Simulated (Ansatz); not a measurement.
Geometry optimisation, Ansatz, RKS CAM-B3LYP/def2-SVP.

Input:

```yaml
crystal:
  periodic: [false, false, false]
  atoms:
    - { symbol: Cl, position_ang: [0.4424, -1.0304, 2.1867] }
    - { symbol: C, position_ang: [0.1073, -0.4073, 0.7006] }
    - { symbol: C, position_ang: [-0.2464, -0.5424, -0.5493] }
    - { symbol: I, position_ang: [-0.6485, -1.5614, -2.022] }
    - { symbol: C, position_ang: [0.0903, 0.7863, -0.0827] }
    - { symbol: H, position_ang: [1.0371, 1.2264, -0.3624] }
    - { symbol: H, position_ang: [-0.7209, 1.4608, 0.0834] }
basis:
  gaussian: { orbitals: def2-SVP }
hamiltonian:
  xc: cam_b3lyp
relax:
  f_tol: 0.02
  max_steps: 50
output:
  orbitals: {}
```

Launched with:

```bash
$ ansatz run input.yaml --threads 2 --pin off --max-ram 3072MiB --backend cpu --events-out ev --progress --plain --runs-dir out
```

Q: Where does it end, and by what steps?

A: The forces met the threshold. After 6 steps the energy has fallen by 0.803 eV; I4 moved furthest, 0.21 Å.

| step | energy less start (eV) | largest force component (eV/Å) | accepted |
| --- | --- | --- | --- |
| 0 | 0.0000 | 5.129 | yes |
| 1 | -0.7443 | 1.084 | yes |
| 2 | -0.2749 | 8.225 | no |
| 3 | -0.8015 | 0.290 | yes |
| 4 | -0.8028 | 0.055 | yes |
| 5 | -0.8030 | 0.092 | yes |
| 6 | -0.8032 | 0.012 | yes |

```xyz
7
Properties=species:S:1:pos:R:3
Cl 0.417 -1.111 2.225
C 0.133 -0.426 0.712
C -0.189 -0.553 -0.533
I -0.726 -1.731 -2.118
C 0.104 0.854 -0.063
H 1.050 1.338 -0.352
H -0.727 1.562 0.084
```

Whether the end is a true minimum wasn't checked by a vibrational analysis.

Time of the run: 22 s on 2 threads of Arm Neoverse V2, on a shared host, peak memory 0.26 GiB.
